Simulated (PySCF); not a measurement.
## Bond length, frequency and bond energy of LiBi by level of theory

State: ³Σ⁻ (triplet), unpaired electrons π ↑↑. Set-up: PySCF, scalar-relativistic core potentials, basis sets Li def2-SVPD, Bi def2-SVPD with ECP60. De refers to Li + Bi in their high-spin ground configurations, without counterpoise correction. The functionals are run spin-unrestricted. A positive dipole means Li(−)Bi(+).

```tsv
Level	Re (Å)	ωe (cm⁻¹)	De (eV)	μ (D)
UHF	2.729	359	0.458	-6.71
UHF-MP2	2.728	372	1.03	n/a
UHF-SCS-MP2	2.737	373	1.02	n/a
UHF-CCSD	2.745	348	1.07	n/a
UHF-CCSD(T)	2.748	348	1.11	n/a
PBE	2.697	362	1.51	-5.47
TPSS	2.705	362	1.55	-5.67
r²SCAN	2.702	368	1.46	-6.11
B3LYP	2.682	374	1.57	-5.79
PBE0	2.683	374	1.43	-5.96
B97-3	2.686	375	1.58	-6.06
```

The bond length runs from 2.682 Å (B3LYP) to 2.748 Å (UHF-CCSD(T)). De spans 0.46 eV (UHF, mean field) to 1.58 eV (B97-3, global hybrid GGA). Correlation at CCSD(T) changes the Hartree–Fock bond energy by +0.65 eV; the triples alone change it by +0.04 eV.

Correlated steps freeze 4 core orbitals. Correlated levels converge slowly with the basis: in double zeta they bind strong bonds too weakly, by up to about 1 eV, and carry superposition errors of some tenths. These are scalar-relativistic numbers at best; spin–orbit coupling would shift them, the dissociation energy most. The state is the lowest determinant that a PBE0 search found; another state may lie lower at other levels.
